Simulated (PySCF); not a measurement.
## Radial density of Ag²⁺ (silver, charge +2)

UHF, [Kr] 4d9, 2D determinant. All numbers are calculated (PySCF 2.14, scalar relativity by spin-free X2C-1e, in x2c-TZVPall).

```csv
r (bohr),4πr²ρ (e/bohr),4πr²(ρα − ρβ)
0.0323,54.84,-0.0001
0.0543,55.01,0.0036
0.0914,75.85,0.0371
0.154,55.97,0.1607
0.259,59.42,0.2072
0.435,35.95,-0.0031
0.732,17.41,0.5805
1.23,12.94,0.8346
2.07,2.091,0.1805
3.48,0.07628,0.0042
5.86,3.767e-05,0.0000
```

Densities and radii are taken from the X2C orbitals without a picture-change correction, which distorts them close to the nucleus.

Q: Where is the radial spin density 4πr²(ρα − ρβ) most negative, and why is it negative at all?

A: Around r = 0.435 bohr, down to -0.0031 e/bohr: exchange with the open shell polarises the paired shells in an unrestricted calculation.
